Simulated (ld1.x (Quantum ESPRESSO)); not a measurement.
## Ag (Z = 47): one change to a PAW potential, before and after

Ag (Z = 47), PAW, made with ld1.x (Quantum ESPRESSO) 7.5 (PBEsol, scalar-relativistic). Core [Kr], reference 4d10 5s0 5p1. Waves: 5s (bound, empty): rcut 2.00, rcutus 2.45 bohr; 5s channel at 2.65 Ry: rcut 2.00, rcutus 2.45 bohr; 5p (bound): rcut 3.45, rcutus 4.10 bohr; 5p channel at 0.2 Ry: rcut 3.45, rcutus 4.10 bohr; 4d (bound): rcut 1.55, rcutus 1.65 bohr; 4d channel at -0.3 Ry: rcut 1.55, rcutus 1.65 bohr. Local part: all-electron potential smoothed inside 2.45 bohr (lloc = -1). Core correction: a·sin(br)/r model core, default radius (ld1.x builds one for every PAW set, though the input has nlcc=.false.). Augmentation charge: PSQ, inside the norm-conserving radii.

All-electron outer shells of the reference configuration (PBEsol, scalar-relativistic, ld1.x):

```json
{"shell": "4s", "level (eV)": "-97.00", "outermost node (bohr)": "0.44", "outermost maximum (bohr)": "0.82"}
{"shell": "4p", "level (eV)": "-60.57", "outermost node (bohr)": "0.44", "outermost maximum (bohr)": "0.87"}
{"shell": "4d", "level (eV)": "-9.45", "outermost node (bohr)": "0.43", "outermost maximum (bohr)": "1.04"}
{"shell": "5s", "level (eV)": "-5.78", "outermost node (bohr)": "1.11", "outermost maximum (bohr)": "2.43"}
{"shell": "5p", "level (eV)": "-1.68", "outermost node (bohr)": "1.25", "outermost maximum (bohr)": "3.53"}
```

Change: core correction a·sin(br)/r model core inside 1.84 bohr.

Cutoffs: the cutoffs (Ry, on a coarse ladder) from which the occupation-weighted sum of valence levels, in a spherical-Bessel basis at the reference potential, stays within 10 and 1 mRy of its value at 400 Ry; they do not see the model core or the augmentation charge, which bear on the density cutoff. Errors are all-electron minus pseudo energies relative to the spin-unpolarised reference configuration.

Q: What does the change do?

A: The potential gets neither clearly harder nor softer (40 Ry and 70 Ry → 40 Ry and 70 Ry); of the 7 tests that both files solve, the error grows in 2 and shrinks in 2 by more than 15 % and 0.3 meV (median size 38.6 → 41.9 meV); neither file shows a bound ghost. The default core radius of the base comes out at 0.79 bohr. A wider model core is smoother and lowers the density cutoff, which this test does not measure.

| quantity | base | changed |
| --- | --- | --- |
| cutoff, loose | 40 Ry | 40 Ry |
| cutoff, tight | 70 Ry | 70 Ry |
| bound ghosts | none | none |
| error for 4d10 5s1 5p0, meV [ΔE -3.93 eV] | +1.0 | +0.3 |
| error for 4d10 5s0 5p0, meV [ΔE 3.82 eV] | +0.1 | -1.5 |
| error for 4d9 5s0 5p0, meV [ΔE 25.93 eV] | -80 | -54 |
| error for 4d9 5s1 5p0, meV [ΔE 9.23 eV] | -45 | -42 |
| error for 4d9 5s1 5p1, meV [ΔE 4.68 eV] | -39 | -42 |
| error for 4d9 5s2 5p0, meV [ΔE 0.12 eV] | -35 | -42 |
| error for 4d7 5s0 5p0, meV [ΔE 113.81 eV] | -1146 | -1063 |
| s: phases at 4.45 bohr within 0.05 rad from the reference energy up to (Ry; the scan ends near 5) | to the end of the scan | to the end of the scan |
| p: phases at 4.45 bohr within 0.05 rad from the reference energy up to (Ry; the scan ends near 5) | 1.1 | 1.1 |
| d: phases at 4.45 bohr within 0.05 rad from the reference energy up to (Ry; the scan ends near 5) | to the end of the scan | to the end of the scan |
| lowest overlap eigenvalue by channel | s 0.60, p 0.66, d 0.98 | s 0.60, p 0.66, d 0.98 |
